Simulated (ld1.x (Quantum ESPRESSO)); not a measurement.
**LDA (PZ) TM dataset for oxygen, scalar-relativistic all-electron reference.**

Input for ld1.x (Quantum ESPRESSO) 7.5:

```
&input
   title='O', zed=8., rel=1, dft='PZ', iswitch=3,
   config='[He] 2s2 2p4',
   nld=2, rlderiv=1.65, eminld=-4.0, emaxld=5.0, deld=0.02
 /
 &inputp
   pseudotype=2, tm=.true., lloc=0,
   nlcc=.false.,
   file_pseudopw='O.UPF', file_wfcaegen='ae.wfc', file_wfcncgen='nc.wfc', file_beta='beta', file_chi='chi'
 /
2
2P  2  1   4.00   0.00  1.50  1.50  0.0
2S  1  0   2.00   0.00  0.70  0.70  0.0
 &test
   configts(1)='2s2 2p4'
 /
```

Command:

```bash
ld1.x < O.in > O.out
```

Resulting log (shortened: banner, matrices, multipoles, cross overlaps and the repeated all-electron block are left out):

```
Program LD1 v.7.5
     --------------------------- All-electron run ----------------------------

     O
     scalar relativistic calculation

     atomic number is  8.00
     dft =PZ   lsd =0 sic =0 latt =0  beta=0.20 tr2=1.0E-14
     Exchange-correlation= PZ
                           (   1   1   0   0   0   0   0)
     mesh =1095 r(mesh) =  99.04343 a.u. xmin = -7.00 dx = 0.01250
     1 Ry =  13.60569312 eV, c = 137.03599908

     n l     nl                  e(Ry)          e(Ha)          e(eV)
     1 0     1S 1( 2.00)       -37.5495       -18.7748      -510.8874
     2 0     2S 1( 2.00)        -1.7458        -0.8729       -23.7531
     2 1     2P 1( 4.00)        -0.6761        -0.3380        -9.1985

     final scf error:  3.1E-15 reached in  28 iterations

     Etot =    -149.049789 Ry,     -74.524894 Ha,   -2027.925687 eV

     Ekin =     148.542013 Ry,      74.271007 Ha,    2021.017051 eV
     Encl =    -354.748318 Ry,    -177.374159 Ha,   -4826.596752 eV
     Eh   =      72.697341 Ry,      36.348671 Ha,     989.097716 eV
     Exc  =     -15.540825 Ry,      -7.770413 Ha,    -211.443701 eV

     normalization and overlap integrals

     s(1S/1S) =  1.000000  <r> =   0.2007  <r2> =    0.0544  r(max) =   0.1298
     s(2S/2S) =  1.000000  <r> =   1.1473  <r2> =    1.6045  r(max) =   0.8786
     s(2P/2P) =  1.000000  <r> =   1.2645  <r2> =    2.1318  r(max) =   0.8151

     ------------------------ End of All-electron run ------------------------

     --------------------- Generating NC pseudopotential ---------------------

      Generating local pot.: lloc=0, matching radius rcloc =   0.7000

      Wfc   2P  rcut= 1.485  Using Troullier-Martins method

     ------------------- End of pseudopotential generation -------------------

     Computing logarithmic derivative in   1.65174
     Computing logarithmic derivative in   1.65174
     Computing the partial wave expansion
       no projector for channel:   0
     R is outside the sphere for l=    1 j= 0.00

     ---------------------- Testing the pseudopotential ----------------------

     O
     scalar relativistic calculation

     atomic number is  8.00   valence charge is  6.00
     dft =PZ   lsd =0 sic =0 latt =0  beta=0.20 tr2=1.0E-14
     mesh =1095 r(mesh) =  99.04343 xmin = -7.00 dx = 0.01250

     n l     nl             e AE (Ry)        e PS (Ry)    De AE-PS (Ry)
     1 0     2S   1( 2.00)       -1.74582       -1.74584        0.00003
     2 1     2P   1( 4.00)       -0.67608       -0.67608        0.00000

     eps = 9.1E-15  iter = 12

     Etot =    -149.049789 Ry,     -74.524894 Ha,   -2027.925687 eV
     Etotps =   -31.258340 Ry,     -15.629170 Ha,    -425.291377 eV

     Ekin =      20.967419 Ry,      10.483710 Ha,     285.276272 eV
     Encl =     -65.117146 Ry,     -32.558573 Ha,    -885.963910 eV
     Ehrt =      27.010086 Ry,      13.505043 Ha,     367.490938 eV
     Ecxc =      -6.274968 Ry,      -3.137484 Ha,     -85.375282 eV
     Epseu=      -7.843731 Ry,      -3.921865 Ha,    -106.719395 eV

     ---------------------- End of pseudopotential test ----------------------
```

Generation and configuration tests took about 1.7 s on one core of a shared server CPU.

Transferability test of the new file with ld1.x, input:

```
&input
   title='O', zed=8., rel=1, dft='PZ', iswitch=2,
   config='[He] 2s2 2p4'
 /
 &test
   file_pseudo='O.UPF', nconf=10,
   configts(1)='2s2 2p4',
   configts(2)='2s2 2p3',
   configts(3)='2s2 2p2',
   configts(4)='2s2 2p1',
   configts(5)='2s1 2p5',
   configts(6)='2s2 2p0',
   configts(7)='2s1 2p4',
   configts(8)='2s2 2p4.3',
   configts(9)='2s2 2p4', lsdts(9)=1,
   configts(10)='2s2 2p3', lsdts(10)=1
 /
```

```bash
ld1.x < O.test.in > O.test.out
```

Pseudopotential blocks of its output, shortened (energy terms left out):

```
     ---------------------- Testing the pseudopotential ----------------------

     n l     nl             e AE (Ry)        e PS (Ry)    De AE-PS (Ry)
     1 0     2S   1( 2.00)       -1.74582       -1.74584        0.00003
     2 1     2P   1( 4.00)       -0.67608       -0.67608        0.00000

     eps = 5.0E-15  iter = 12

     Etot =    -149.049789 Ry,     -74.524894 Ha,   -2027.925687 eV
     Etotps =   -31.258340 Ry,     -15.629170 Ha,    -425.291382 eV

     ---------------------- End of pseudopotential test ----------------------

          ---------------------- Testing the pseudopotential ----------------------

     n l     nl             e AE (Ry)        e PS (Ry)    De AE-PS (Ry)
     1 0     2S   1( 2.00)       -2.89559       -2.89700        0.00141
     2 1     2P   1( 3.00)       -1.80713       -1.80327       -0.00386

     eps = 5.7E-15  iter = 13

     Etot =    -147.830923 Ry,     -73.915462 Ha,   -2011.342178 eV
     Etotps =   -30.040638 Ry,     -15.020319 Ha,    -408.723708 eV
     dEtot_ae =       1.218865 Ry
     dEtot_ps =       1.217702 Ry,   Delta E=       0.001164 Ry

     ---------------------- End of pseudopotential test ----------------------

          ---------------------- Testing the pseudopotential ----------------------

     n l     nl             e AE (Ry)        e PS (Ry)    De AE-PS (Ry)
     1 0     2S   1( 2.00)       -4.26417       -4.26043       -0.00374
     2 1     2P   1( 2.00)       -3.18620       -3.16359       -0.02261  !

     eps = 8.8E-15  iter =  7

     Etot =    -145.353407 Ry,     -72.676704 Ha,   -1977.633852 eV
     Etotps =   -27.574434 Ry,     -13.787217 Ha,    -375.169291 eV
     dEtot_ae =       3.696382 Ry
     dEtot_ps =       3.683906 Ry,   Delta E=       0.012476 Ry

     ---------------------- End of pseudopotential test ----------------------

          ---------------------- Testing the pseudopotential ----------------------

     n l     nl             e AE (Ry)        e PS (Ry)    De AE-PS (Ry)
     1 0     2S   1( 2.00)       -5.81386       -5.78820       -0.02567  !
     2 1     2P   1( 1.00)       -4.78017       -4.70816       -0.07201  !

     eps = 1.0E-17  iter =  7

     Etot =    -141.387157 Ry,     -70.693579 Ha,   -1923.670271 eV
     Etotps =   -23.652056 Ry,     -11.826028 Ha,    -321.802622 eV
     dEtot_ae =       7.662632 Ry
     dEtot_ps =       7.606284 Ry,   Delta E=       0.056348 Ry

     ---------------------- End of pseudopotential test ----------------------

          ---------------------- Testing the pseudopotential ----------------------

     n l     nl             e AE (Ry)        e PS (Ry)    De AE-PS (Ry)
     1 0     2S   1( 1.00)       -1.77955       -1.77890       -0.00065
     2 1     2P   1( 5.00)       -0.70544       -0.70760        0.00216

     eps = 6.7E-15  iter = 11

     Etot =    -147.977870 Ry,     -73.988935 Ha,   -2013.341482 eV
     Etotps =   -30.187796 Ry,     -15.093898 Ha,    -410.725889 eV
     dEtot_ae =       1.071919 Ry
     dEtot_ps =       1.070544 Ry,   Delta E=       0.001375 Ry

     ---------------------- End of pseudopotential test ----------------------

          ---------------------- Testing the pseudopotential ----------------------

     n l     nl             e AE (Ry)        e PS (Ry)    De AE-PS (Ry)
     1 0     2S   1( 2.00)       -7.51559       -7.43678       -0.07881  !
     2 1     2P   1( 0.00)       -6.56055       -6.38842       -0.17213  !

     eps = 4.5E-17  iter =  7

     Etot =    -135.731038 Ry,     -67.865519 Ha,   -1846.714846 eV
     Etotps =   -18.112648 Ry,      -9.056324 Ha,    -246.435130 eV
     dEtot_ae =      13.318751 Ry
     dEtot_ps =      13.145692 Ry,   Delta E=       0.173059 Ry

     ---------------------- End of pseudopotential test ----------------------

          ---------------------- Testing the pseudopotential ----------------------

     n l     nl             e AE (Ry)        e PS (Ry)    De AE-PS (Ry)
     1 0     2S   1( 1.00)       -2.90595       -2.91069        0.00474
     2 1     2P   1( 4.00)       -1.81320       -1.81692        0.00372

     eps = 9.4E-16  iter =  9

     Etot =    -146.740321 Ry,     -73.370161 Ha,   -1996.503783 eV
     Etotps =   -28.946888 Ry,     -14.473444 Ha,    -393.842477 eV
     dEtot_ae =       2.309467 Ry
     dEtot_ps =       2.311452 Ry,   Delta E=      -0.001985 Ry

     ---------------------- End of pseudopotential test ----------------------

          ---------------------- Testing the pseudopotential ----------------------

     n l     nl             e AE (Ry)        e PS (Ry)    De AE-PS (Ry)
     1 0     2S   1( 2.00)       -1.45416       -1.45360       -0.00057
     2 1     2P   1( 4.30)       -0.39424       -0.39427        0.00003

     eps = 1.0E-15  iter = 11

     Etot =    -149.209566 Ry,     -74.604783 Ha,   -2030.099569 eV
     Etotps =   -31.418138 Ry,     -15.709069 Ha,    -427.465538 eV
     dEtot_ae =      -0.159777 Ry
     dEtot_ps =      -0.159798 Ry,   Delta E=       0.000020 Ry

     ---------------------- End of pseudopotential test ----------------------

          ---------------------- Testing the pseudopotential ----------------------

     n l     nl             e AE (Ry)        e PS (Ry)    De AE-PS (Ry)
     1 0     2S   1( 1.00)       -1.82991       -1.83772        0.00781  !
     2 1     2P   1( 3.00)       -0.75735       -0.76313        0.00579  !
     1 0     2S   2( 1.00)       -1.61232       -1.60022       -0.01210  !
     2 1     2P   2( 1.00)       -0.54973       -0.54082       -0.00890  !

     eps = 5.8E-15  iter = 21

     Etot =    -149.153353 Ry,     -74.576676 Ha,   -2029.334747 eV
     Etotps =   -31.369153 Ry,     -15.684576 Ha,    -426.799067 eV
     dEtot_ae =      -0.103564 Ry
     dEtot_ps =      -0.110813 Ry,   Delta E=       0.007249 Ry

     ---------------------- End of pseudopotential test ----------------------

          ---------------------- Testing the pseudopotential ----------------------

     n l     nl             e AE (Ry)        e PS (Ry)    De AE-PS (Ry)
     1 0     2S   1( 1.00)       -3.02385       -3.03713        0.01328  !
     2 1     2P   1( 3.00)       -1.93787       -1.94296        0.00510  !
     1 0     2S   2( 1.00)       -2.62560       -2.59833       -0.02727  !
     2 1     2P   2( 0.00)       -1.53581       -1.50855       -0.02726  !

     eps = 4.8E-15  iter = 19

     Etot =    -148.125761 Ry,     -74.062881 Ha,   -2015.353650 eV
     Etotps =   -30.357575 Ry,     -15.178788 Ha,    -413.035855 eV
     dEtot_ae =       0.924028 Ry
     dEtot_ps =       0.900765 Ry,   Delta E=       0.023263 Ry

     ---------------------- End of pseudopotential test ----------------------
```
